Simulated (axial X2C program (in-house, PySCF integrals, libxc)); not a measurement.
**Estimating the spin–orbit splitting of the π levels of SnBr⁺**

Computed with an axial X2C code built on PySCF integrals. Spin-free means the one-electron spin-free X2C Hamiltonian; two-component (2c) means X2C with spin–orbit coupling and atomic mean-field two-electron Coulomb and Gaunt terms, so the difference of the two also holds small scalar two-electron terms. Basis: Sn dyall-cv3z [11s12p9d4f1g], Br dyall-cv3z [8s9p6d4f1g] (cores contracted in-house); Gaussian nuclei, density fitting, unrestricted open shells. Masses: Sn 119.902 u, Br 78.918 u.

Hartree–Fock at 2.407 Å, closed shell. Valence p splittings ε(p3/2) − ε(p1/2) of spherical Dirac–Hartree–Fock atoms with fractionally filled p shells: Br 4p 0.555 eV.

```
filled π level (eV), spin-free  Br p share  Sn p share
                        -17.02        0.87        0.07
```

(1) In first order a p shell splits by 3ζ/2 and a π orbital by ζ. Estimate the splitting of each π level from the shares.

The two-component Hartree–Fock calculation gives:

```csv
ε(ω = 1/2) (eV),σ share of it,ε(ω = 3/2) (eV),splitting (eV),estimate (eV)
-17.280,0.10,-16.855,0.42,0.32
```

The estimate leaves out the mixing of π1/2 with σ1/2 levels, which pushes the ω = 1/2 spinor up or down, the d and f parts of the orbital, small shares of the strongly split outer-core p shell of a metal, the Gaunt term (absent from the atomic values), and the change of the atomic p orbitals with charge; Löwdin shares depend on the basis.

Results:

(1) level -17.02 eV: (2/3) × (0.87 × 0.555) = 0.32 eV.
